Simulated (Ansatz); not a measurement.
Cost and result for the atomization energy of CH7NOSi2, SMILES `N[SiH2][SiH2]C=O` (12 atoms, 11 bonds).

Z-matrix (Å, degrees):
```
Si
Si 1 2.348
N 1 1.722 2 108.8
H 1 1.488 2 109.8 3 -117.2
H 1 1.495 2 107.5 3 126.6
C 2 1.928 1 108.1 3 -175.4
H 2 1.487 1 111.2 3 -57.1
H 2 1.489 1 110.9 3 65.6
H 3 1.007 1 120.0 2 55.3
H 3 1.008 1 119.5 2 -161.9
O 6 1.204 2 122.5 1 88.1
H 6 1.117 2 118.1 1 -90.0
```

Total charge 0; spin multiplicity 1. Geometry: relaxed with PBE0-D4/def2-TZVP. It is one conformer, not always the lowest. Program: Ansatz. All runs use 4 threads of an Arm Neoverse V1 on a shared host. Times are those of one run each, without the atoms' runs, and a repeat can differ threefold. Electronic energies, without spin–orbit coupling; frozen cores. CCSD(T)/CBS adds CCSD(T) − MP2 in def2-TZVPP to the MP2 limit, and its time is that of the two runs behind it. T1 = 0.015. B3LYP takes the VWN-RPA correlation (the form of Gaussian; ORCA's B3LYP/G). HSE06 is the plane-wave form, built on full-range PBE exchange.

CCSD(T)/CBS is a level of theory with its own doubt, some kJ/mol a heavy atom from the limit and from the frozen cores, so smaller differences don't rank the functionals.

```json
{"level": "revPBE-D4/def2-TZVPP", "functions": "275", "wall time": "3.8 s"}
{"level": "HSE06-D4/def2-TZVPP", "functions": "275", "wall time": "6 s"}
{"level": "BHLYP-D4/def2-TZVPP", "functions": "275", "wall time": "7 s"}
{"level": "CAM-B3LYP-D4/def2-TZVPP", "functions": "275", "wall time": "8 s"}
{"level": "r2SCAN-D4/def2-TZVPP (with forces)", "functions": "275", "wall time": "8.5 s"}
{"level": "B3LYP-D4/def2-TZVPP (with forces)", "functions": "275", "wall time": "8.5 s"}
{"level": "CCSD(T)/def2-SVP", "functions": "113", "wall time": "8.5 s"}
{"level": "B2PLYP/def2-TZVPP", "functions": "275", "wall time": "11 s"}
{"level": "ωB97X-V/def2-TZVPP", "functions": "275", "wall time": "13 s"}
{"level": "B97M-V/def2-TZVPP", "functions": "275", "wall time": "13 s"}
{"level": "MP2/def2-QZVPP", "functions": "521", "wall time": "31 s"}
{"level": "CCSD(T)/def2-TZVPP", "functions": "275", "wall time": "4.2 min"}
{"level": "CCSD(T)/CBS(def2)", "functions": "–", "wall time": "4.7 min"}
```

Problem. What atomization energy does each give, and how far from CCSD(T)/CBS? (Estimate.)

Solution. Ansatz gave: 
| level | atomization (kJ/mol) | difference from CCSD(T)/CBS | per bond |
| --- | --- | --- | --- |
| revPBE-D4/def2-TZVPP | 4085.0 | -32.2 | -2.9 |
| HSE06-D4/def2-TZVPP | 4096.2 | -21.0 | -1.9 |
| BHLYP-D4/def2-TZVPP | 3994.8 | -122.4 | -11.1 |
| CAM-B3LYP-D4/def2-TZVPP | 4134.7 | 17.5 | 1.6 |
| r2SCAN-D4/def2-TZVPP (with forces) | 4111.0 | -6.2 | -0.6 |
| B3LYP-D4/def2-TZVPP (with forces) | 4123.4 | 6.2 | 0.6 |
| CCSD(T)/def2-SVP | 3818.9 | -298.3 | -27.1 |
| B2PLYP/def2-TZVPP | 4065.6 | -51.6 | -4.7 |
| ωB97X-V/def2-TZVPP | 4144.6 | 27.4 | 2.5 |
| B97M-V/def2-TZVPP | 4124.7 | 7.5 | 0.7 |
| MP2/def2-QZVPP | 4105.2 | -12.0 | -1.1 |
| CCSD(T)/def2-TZVPP | 3990.9 | -126.3 | -11.5 |
| CCSD(T)/CBS(def2) | 4117.2 | 0.0 | 0.0 |

Leaving LDA and LC-ωPBE aside and taking each functional with its dispersion term where it has one, the values, not all of them listed here, spread over 183.4 kJ/mol, from BHLYP-D4 to PBE-D4. LDA lies +535.7 kJ/mol from PBE without D4, its usual overbinding. At CCSD(T), def2-SVP lies −298.3 kJ/mol from the extrapolated value and def2-TZVPP −126.4 kJ/mol: correlation converges slowly with the basis, and small sets miss more of it in the bonded molecule than in its fragments. In def2-TZVPP, CCSD(T) changes the Hartree–Fock value by +1093.6 kJ/mol (the triples alone add +63.6 kJ/mol) and MP2 by +1132.3 kJ/mol; breaking electron pairs costs correlation energy, which Hartree–Fock lacks.
